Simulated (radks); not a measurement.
Values are calculated unless marked as measured or tabulated.
Task: Hf57+, 15 electrons, occupied as [Ne] 3s2 3p3 (the NIST ground configuration). Code: a radial shooting solver on a logarithmic mesh with Libxc functionals. Model: Dirac Kohn-Sham, PBE, spin-unpolarised, spherical densities, finite nucleus; open shells fill j = l - 1/2 first; Fermi nuclear charge, rms radius 5.347 fm. Some entries of the table are withheld. Estimate them.

orbital  occ.  eigenvalue (eV)  r(max) (bohr)
1s1/2       2        -69590.11        0.01190
2s1/2       2        -15373.34        0.06788
2p1/2       2              (1)        0.05060
2p3/2       4              (2)        0.05710
3s1/2       2        -6144.374         0.1826
3p1/2       2              (3)         0.1699
3p3/2       1              (4)         0.1814

Result: 
(1) 2p1/2 eigenvalue (eV): -14927.48
(2) 2p3/2 eigenvalue (eV): -13707.15
(3) 3p1/2 eigenvalue (eV): -5979.853
(4) 3p3/2 eigenvalue (eV): -5659.786
